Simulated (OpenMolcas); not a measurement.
## Ni²⁺: CASPT2 settings compared

```yaml
Program: OpenMolcas
Basis: ANO-RCC-VTZP [6s5p3d2f1g]
Scalar_Hamiltonian: DKH2, point nucleus
Active_space: 8 electrons in 5 orbitals (3d)
State_averaging: 2S+1 = 3 even, 10 roots; 2S+1 = 1 even, 15 roots
Spin-orbit_coupling: state interaction with AMFI integrals over the reference wave functions, term energies averaged over their components
```

Methods on the same reference wave functions:
A. CASSCF
B. SS-CASPT2, IPEA 0.2 Eh, real shift 0.3 Eh (closed shells correlated: 2s 2p 3s 3p)
C. SS-CASPT2, IPEA 0.5 Eh, imaginary shift 0.4 Eh (closed shells correlated: 3s 3p)
D. XMS-CASPT2, IPEA 0.5 Eh, no level shift (closed shells correlated: none)

Energies in eV above 3d⁸ ³F₄, the measured ground level; measured values from Corliss and Sugar, J. Phys. Chem. Ref. Data 10, 197 (1981).

```tsv
Level	A	B	C	D	Measured
3d⁸ ³F₄	0.0000	0.0000	0.0000	0.0000	0.0000
3d⁸ ³F₃	0.1667	0.1669	0.1670	0.1668	0.1687
3d⁸ ³F₂	0.2815	0.279	0.279	0.281	0.2814
3d⁸ ¹D₂	2.1306	1.661	1.676	1.912	1.7397
3d⁸ ³P₂	2.5780	2.106	2.146	2.200	2.0658
3d⁸ ³P₁	2.6261	2.154	2.196	2.219	2.1050
3d⁸ ³P₀	2.6596	2.186	2.228	2.252	2.1363
3d⁸ ¹G₄	3.3020	2.923	2.898	3.039	2.8651
3d⁸ ¹S₀	7.9584	6.577	6.613	6.915	6.5131
```

Deviations, from unrounded energies. A percentage is the sum of absolute deviations over the sum of measured energies, with the sign that they share, or ± where signs differ.

| Against measurement | Levels | A | B | C | D |
| --- | --- | --- | --- | --- | --- |
| mean absolute deviation (cm-1) | 8 | 3900 | 350 | 470 | 1100 |
| fine structure of the ground term (%) | 2 | ±0.5 | -1.0 | -0.9 | -0.6 |
| other terms of the ground configuration (%) | 6 | +22.0 | ±1.9 | ±2.6 | +6.4 |

B lies closest to measurement on these levels and A furthest from it. The largest miss of B in the table is 3d⁸ ¹D₂, by -630 cm-1. The ranking rests on the paired levels alone, and a cruder setting can come out closer through cancelling errors.

Among B to D the level of the table that moves most is 3d⁸ ¹S₀, by 2700 cm-1 (lowest in B, highest in D). Moves below CASPT2's spread within the term are not significant.

The mean deviations of B to D differ by less than CASPT2's widest spread within a term (1100 cm-1), so their order carries little weight.

From A to B the spin-free energies of the other terms of 3d⁸ shown, above ³F, scale by factors of 0.77 to 0.88, as is usual when dynamic correlation screens the repulsion within a d or f shell.

The lowest spin-free term lies below A's lowest term by 0.677 hartree in B, 0.624 hartree in C, 0.269 hartree in D.

CASPT2 breaks the degeneracy within a term, and the mean is taken; among the terms shown or strongly mixed into the levels shown the widest spread is 1100 cm-1 (3d⁸ ¹G, D). Without dynamic correlation excited terms often stand tens of per cent too high (terms of higher spin than the ground term too low), and those without a measured partner can miss by more than the paired ones (holds for A). Some levels mix across a computed gap that differs much from the measured one, so their mixing is not that of the real levels (holds for A; B; C). Computed and measured levels are paired by configuration, term and J; levels that our copy of the source lacks, or whose pairing is in doubt (as where it misses far off the trend of its configuration), stay unpaired and out of the deviations. Only configurations of the active space appear.
